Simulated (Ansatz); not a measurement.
Reaction (ligand exchange at a B–Br bond): `COB(C)Br` + `O[SiH3]` → `COB(C)O[SiH3]` + HBr

Calculated with Ansatz (gas phase, PBE0-D4/def2-TZVP geometries, no zero-point term in ΔE). CCSD(T)/CBS is the MP2 limit (def2-TZVPP, def2-QZVPP) plus CCSD(T) − MP2 in def2-TZVPP, frozen cores. Functionals use def2-TZVPP. For Br outer-core shells are correlated without core-valence functions, which leaves a few kJ/mol of doubt a bond. Scalar relativity is left out up to krypton. One conformer a species, not always the lowest.

Q: Is it downhill or uphill in electronic energy at CCSD(T)/CBS, and by how much? (An estimate is asked.)

A: Computed: Downhill: ΔE = -0.43 eV.

Q: What do these levels give: PBE-D4, ωB97M-V, PBE, r2SCAN, PBE0, HF/def2-TZVPP, MP2/def2-TZVPP, CCSD/def2-TZVPP, HF/def2-QZVPP, HF/CBS(def2), MP2/CBS(def2), CCSD/CBS(def2)? (An estimate is asked.)

A: The calculation gave: PBE-D4 -0.39, ωB97M-V -0.48, PBE -0.36, r2SCAN -0.44, PBE0 -0.40, HF/def2-TZVPP -0.57, MP2/def2-TZVPP -0.39, CCSD/def2-TZVPP -0.50, HF/def2-QZVPP -0.59, HF/CBS(def2) -0.59, MP2/CBS(def2) -0.35, CCSD/CBS(def2) -0.46 eV.

Largest T1 diagnostic among the species: 0.012.

The D4 term adds −0.03 eV with B3LYP and −0.02 eV with PBE0; it sums over pairs of atoms, weighted by their polarisabilities, and B3LYP, whose exchange is more repulsive, gets the larger term. From PBE to PBE0 (25 % exact exchange), in def2-TZVPP and without D4, ΔE moves by −0.04 eV.

B3LYP here is the variant with VWN-RPA as its local correlation; programs differ in this.
